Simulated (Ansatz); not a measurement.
Stepwise reaction of `[CH3][Ge]([F])([F])[F]` with hydrogen, as a gas-phase model of exchange steps in deposition or etching. ΔE in kJ/mol; ΔG adds harmonic PBE0-D4 terms to CCSD(T)/CBS, at 1 bar.

Isolated molecules relaxed with PBE0-D4/def2-TZVP in Ansatz; ΔE leaves out vibrations. CCSD(T)/CBS adds triple-zeta CCSD(T) − MP2 to the extrapolated MP2 energy (def2 sets, frozen cores). This one scheme is used for every species. DFT in def2-TZVPP. B3LYP here is the variant with VWN-RPA as its local correlation; programs differ in this. For Ge outer-core shells are correlated without core-valence functions, which leaves a few kJ/mol of doubt a bond. Scalar relativity is left out up to krypton.

```
step                                                    reaction  PBE-D4  B3LYP-D4  ωB97M-V  CCSD(T)/CBS  ΔG(600 K)
   1  `[CH3][Ge]([F])([F])[F]` + H₂ → `[CH3][GeH]([F])[F]` + H–F    53.5      57.0     57.3         51.9       44.6
   2          `[CH3][GeH]([F])[F]` + H₂ → `[CH3][GeH2][F]` + H–F    58.9      62.7     62.1         56.4       55.1
   3                 `[CH3][GeH2][F]` + H₂ → `[CH3][GeH3]` + H–F    43.5      48.8     47.3         41.0       45.4
```

By hand: ΔE of the 3 steps together at CCSD(T)/CBS.

(51.9) + (56.4) + (41.0) = 149.3 kJ/mol, or 49.8 kJ/mol a step.

In ΔE step 3 is the lowest and step 2 the highest. All are uphill at CCSD(T)/CBS. ΔG lies between 44.6 and 55.1 kJ/mol a step. PBE-D4 differs from CCSD(T)/CBS by 1.6 to 2.5 kJ/mol a step. Isolated molecules leave out the surface, adducts and barriers. Largest T1 diagnostic: 0.012.
